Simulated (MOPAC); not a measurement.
MOPAC input (PM6):

```
PM6 1SCF CHARGE=-1 GEO-OK AUX(PRECISION=9) THREADS=1
C3H4Cl

C    -2.28924100 1    0.17293900 1   -0.79397800 1
C    -1.13101400 1    0.10602000 1   -0.04874600 1
C     0.17358000 1    0.47972600 1   -0.37752900 1
Cl    1.51621000 1   -0.31874000 1    0.58236700 1
H    -2.28557900 1    0.50528500 1   -1.82785100 1
H    -3.25641800 1    0.04520600 1   -0.32266300 1
H    -1.25036000 1   -0.23427600 1    0.98171400 1
H     0.49682800 1    0.55025400 1   -1.40993200 1
```

Output:

```
 *******************************************************************************
 **                                                                           **
 **                              MOPAC v23.2.5                                **
 **                                                                           **
 *******************************************************************************
 ** MOPAC's Digital Object Identifier: https://doi.org/10.5281/zenodo.6511958 **
 **                                                                           **
 ** Please cite the open-source release paper for use of this MOPAC version:  **
 ** J. E. Moussa and J. J. P. Stewart (2026)                                  **
 ** MOPAC: An open-source semiempirical molecular orbital program             **
 ** J. Open Source Softw., 11(119), 8025, https://doi.org/10.21105/joss.08025 **
 *******************************************************************************

                              PM6 CALCULATION RESULTS

 *******************************************************************************
 *  PM6        - The PM6 Hamiltonian to be used
 *  GEO-OK     - OVERRIDE INTERATOMIC DISTANCE AND OTHER SAFETY CHECKS
 *
 *
 *
 *                 CHARGE ON SYSTEM = -1
 *
 *
 *
 *  1SCF       - DO 1 SCF AND THEN STOP
 *  AUX        - OUTPUT AUXILIARY INFORMATION
 *******************************************************************************
PM6 1SCF CHARGE=-1 GEO-OK AUX(PRECISION=9) THREADS=1
 C3H4Cl

   ATOM   CHEMICAL          X               Y               Z
  NUMBER   SYMBOL      (ANGSTROMS)     (ANGSTROMS)     (ANGSTROMS)

     1       C         -2.28924100  *   0.17293900  *  -0.79397800  *
     2       C         -1.13101400  *   0.10602000  *  -0.04874600  *
     3       C          0.17358000  *   0.47972600  *  -0.37752900  *
     4      Cl          1.51621000  *  -0.31874000  *   0.58236700  *
     5       H         -2.28557900  *   0.50528500  *  -1.82785100  *
     6       H         -3.25641800  *   0.04520600  *  -0.32266300  *
     7       H         -1.25036000  *  -0.23427600  *   0.98171400  *
     8       H          0.49682800  *   0.55025400  *  -1.40993200  *

          CARTESIAN COORDINATES

    NO.       ATOM           X           Y           Z

     1         C         -2.2892      0.1729     -0.7940
     2         C         -1.1310      0.1060     -0.0487
     3         C          0.1736      0.4797     -0.3775
     4        Cl          1.5162     -0.3187      0.5824
     5         H         -2.2856      0.5053     -1.8279
     6         H         -3.2564      0.0452     -0.3227
     7         H         -1.2504     -0.2343      0.9817
     8         H          0.4968      0.5503     -1.4099

 General Reference for PM6:
 "Optimization of Parameters for Semiempirical Methods V: Modification of NDDO Approximations
 and Application to 70 Elements", J. J. P. Stewart, J. Mol. Mod., 13, 1173-1213 (2007)
 URL: https://link.springer.com/article/10.1007/s00894-007-0233-4

           Empirical Formula: C3 H4 Cl  =     8 atoms

      MOLECULAR POINT GROUP   :   C1

      RHF CALCULATION, NO. OF DOUBLY OCCUPIED LEVELS = 12

 -------------------------------------------------------------------------------
 PM6 1SCF CHARGE=-1 GEO-OK AUX(PRECISION=9) THREADS=1
 C3H4Cl

     1SCF WAS SPECIFIED, SO BFGS WAS NOT USED
     SCF FIELD WAS ACHIEVED

                              PM6 CALCULATION
                                                       MOPAC v23.2.5 Linux

          FINAL HEAT OF FORMATION =         -0.71300 KCAL/MOL =      -2.98318 KJ/MOL

          COSMO AREA              =        111.90 SQUARE ANGSTROMS
          COSMO VOLUME            =         95.97 CUBIC ANGSTROMS

          IONIZATION POTENTIAL    =          2.173253 EV
          HOMO LUMO ENERGIES (EV) =         -2.173  6.481
          NO. OF FILLED LEVELS    =         12
          MOLECULAR WEIGHT        =         75.5176         POINT GROUP:  C1

          MOLECULAR DIMENSIONS (Angstroms)

            Atom       Atom       Distance
            H     6   Cl     4     4.87129
            H     8    H     7     2.81546
            C     3    H     5     0.46773

          SCF CALCULATIONS        =          1

   ATOM   CHEMICAL          X               Y               Z
  NUMBER   SYMBOL      (ANGSTROMS)     (ANGSTROMS)     (ANGSTROMS)

     1       C         -2.28924100  *   0.17293900  *  -0.79397800  *
     2       C         -1.13101400  *   0.10602000  *  -0.04874600  *
     3       C          0.17358000  *   0.47972600  *  -0.37752900  *
     4      Cl          1.51621000  *  -0.31874000  *   0.58236700  *
     5       H         -2.28557900  *   0.50528500  *  -1.82785100  *
     6       H         -3.25641800  *   0.04520600  *  -0.32266300  *
     7       H         -1.25036000  *  -0.23427600  *   0.98171400  *
     8       H          0.49682800  *   0.55025400  *  -1.40993200  *

                             CARTESIAN COORDINATES

   1    C       -2.289241000     0.172939000    -0.793978000
   2    C       -1.131014000     0.106020000    -0.048746000
   3    C        0.173580000     0.479726000    -0.377529000
   4   Cl        1.516210000    -0.318740000     0.582367000
   5    H       -2.285579000     0.505285000    -1.827851000
   6    H       -3.256418000     0.045206000    -0.322663000
   7    H       -1.250360000    -0.234276000     0.981714000
   8    H        0.496828000     0.550254000    -1.409932000

           Empirical Formula: C3 H4 Cl  =     8 atoms

      MOLECULAR POINT GROUP   :   C1

                  EIGENVALUES
 -21.90578 -20.94542 -16.88012 -13.63443 -10.33242  -9.25348  -7.74264  -6.88921
  -6.66734  -5.77224  -5.21765  -2.17325   6.48147   7.36257  10.68603  11.18671
  11.42786  11.73903  12.07044  12.32647  97.16248  97.18825  97.31230  97.32228
  97.36454

              NET ATOMIC CHARGES AND DIPOLE CONTRIBUTIONS

  ATOM NO.   TYPE          CHARGE      No. of ELECS.   s-Pop       p-Pop       d-Pop
    1          C          -0.746097        4.7461     1.09644     3.64965
    2          C           0.105277        3.8947     1.09064     2.80409
    3          C          -0.463499        4.4635     1.17044     3.29306
    4         Cl          -0.354714        7.3547     1.98847     5.36114     0.00511
    5          H           0.133538        0.8665     0.86646
    6          H           0.123065        0.8769     0.87693
    7          H           0.076553        0.9234     0.92345
    8          H           0.125876        0.8741     0.87412
 DIPOLE           X         Y         Z       TOTAL
 POINT-CHG.     1.647    -0.577     1.030     2.027
 HYBRID         0.044    -0.668    -0.049     0.671
 SUM            1.691    -1.246     0.981     2.318

          ATOMIC ORBITAL ELECTRON POPULATIONS

     Atom    s        px        py        pz      x^2-y^2     xz        z^2       yz        xy
    1  C   1.09644   1.06092   1.46079   1.12795
    2  C   1.09064   0.95390   0.85032   0.99987
    3  C   1.17044   0.84929   1.41974   1.02403
    4 Cl   1.98847   1.65314   1.87204   1.83595   0.00111   0.00146   0.00071   0.00071   0.00112
    5  H   0.86646
    6  H   0.87693
    7  H   0.92345
    8  H   0.87412

 **********************
 *                    *
 * JOB ENDED NORMALLY *
 *                    *
 **********************

 == MOPAC DONE ==
```

The dipole moment of an ion depends on the origin.

The geometry given is a B3LYP-D3(BJ)/def2-TZVP minimum.
